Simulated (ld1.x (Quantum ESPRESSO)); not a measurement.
**u(r) = r·R(r): atom against pseudo-atom (Ca)**

Columns: radius, all-electron u(r) and pseudo u(r) of the 4p shell (level -2.49 eV) of calcium in the configuration [Ar] 3d0 4s1.75 4p0; PW91, scalar-relativistic, TM semilocal scheme, ld1.x (Quantum ESPRESSO) 7.5.

```json
{"r (bohr)": "0.182", "all-electron": "0.1089", "pseudo": "0.0017"}
{"r (bohr)": "0.365", "all-electron": "0.0322", "pseudo": "0.0070"}
{"r (bohr)": "0.548", "all-electron": "-0.0926", "pseudo": "0.0157"}
{"r (bohr)": "0.730", "all-electron": "-0.1716", "pseudo": "0.0278"}
{"r (bohr)": "0.912", "all-electron": "-0.1939", "pseudo": "0.0434"}
{"r (bohr)": "1.095", "all-electron": "-0.1722", "pseudo": "0.0626"}
{"r (bohr)": "1.277", "all-electron": "-0.1232", "pseudo": "0.0850"}
{"r (bohr)": "1.460", "all-electron": "-0.0598", "pseudo": "0.1109"}
{"r (bohr)": "1.642", "all-electron": "0.0084", "pseudo": "0.1397"}
{"r (bohr)": "1.825", "all-electron": "0.0766", "pseudo": "0.1715"}
{"r (bohr)": "2.007", "all-electron": "0.1410", "pseudo": "0.2054"}
{"r (bohr)": "2.190", "all-electron": "0.2006", "pseudo": "0.2412"}
{"r (bohr)": "2.372", "all-electron": "0.2539", "pseudo": "0.2776"}
{"r (bohr)": "2.555", "all-electron": "0.3015", "pseudo": "0.3140"}
{"r (bohr)": "2.738", "all-electron": "0.3431", "pseudo": "0.3489"}
{"r (bohr)": "2.920", "all-electron": "0.3789", "pseudo": "0.3811"}
{"r (bohr)": "3.102", "all-electron": "0.4090", "pseudo": "0.4097"}
{"r (bohr)": "3.285", "all-electron": "0.4338", "pseudo": "0.4339"}
{"r (bohr)": "3.468", "all-electron": "0.4534", "pseudo": "0.4534"}
{"r (bohr)": "3.650", "all-electron": "0.4678", "pseudo": "0.4678"}
{"r (bohr)": "3.832", "all-electron": "0.4777", "pseudo": "0.4777"}
{"r (bohr)": "4.015", "all-electron": "0.4833", "pseudo": "0.4833"}
{"r (bohr)": "4.198", "all-electron": "0.4850", "pseudo": "0.4850"}
{"r (bohr)": "4.380", "all-electron": "0.4833", "pseudo": "0.4833"}
{"r (bohr)": "4.562", "all-electron": "0.4786", "pseudo": "0.4786"}
{"r (bohr)": "4.745", "all-electron": "0.4713", "pseudo": "0.4713"}
```

**Question.** How many radial nodes do the two functions have?

**Answer.** The all-electron 4p function has n − l − 1 = 2; the pseudo-wave has 0, since the states of the same l below it are removed with the core.

**Question.** At about which radius was the pseudo-wave matched?

**Answer.** 3.65 bohr. The columns agree to 0.0005 from 3.29 bohr on; several derivatives are matched, so the curves merge somewhat inside the radius.

**Question.** Is the pseudo-wave norm-conserving?

**Answer.** Yes: the TM semilocal scheme keeps the norm inside the radius equal to the all-electron one, which fixes the energy derivative of the logarithmic derivative at the level.
